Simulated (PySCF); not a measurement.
Static polarisabilities and like-pair C6 coefficients by linear response at CAM-B3LYP/def2-SVPD (PySCF, frozen core in the response, non-relativistic, gas phase), PBE0-D3(BJ)/def2-SVP geometries, one conformer each; atomic units unless stated.

```csv
label,species,α,C6
P,`[SiH3]CB1C=CBC=C1`,113.7,4452
Q,`C[C]1([AlH2])CCC1`,86.6,2837
R,`O1B(C)OB(C=C)OB1`,81.6,2759
S,`C=[CH][AlH][CH](C)C`,90.1,2951
T,`C=[P@]1(P)CC=C(C)C1`,125.5,5632
```

Estimate the unlike-pair coefficients by the rule C6(AB) = 2·C6(AA)·C6(BB) / [C6(AA)·αB/αA + C6(BB)·αA/αB], and compare with the geometric mean, for PR, PS, PT, QR, QS, QT, RS and RT.

| pair | combination rule | geometric mean | ratio |
| --- | --- | --- | --- |
| PR | 3489 | 3504 | 0.996 |
| PS | 3623 | 3624 | 1.000 |
| PT | 5006 | 5007 | 1.000 |
| QR | 2794 | 2797 | 0.999 |
| QS | 2893 | 2893 | 1.000 |
| QT | 3995 | 3997 | 1.000 |
| RS | 2847 | 2853 | 0.998 |
| RT | 3931 | 3942 | 0.997 |

The rule is exact for one-pole polarisabilities and never exceeds the geometric mean; the two meet where both partners have the same effective excitation energy. These unlike-pair values are estimates, not computed integrals.
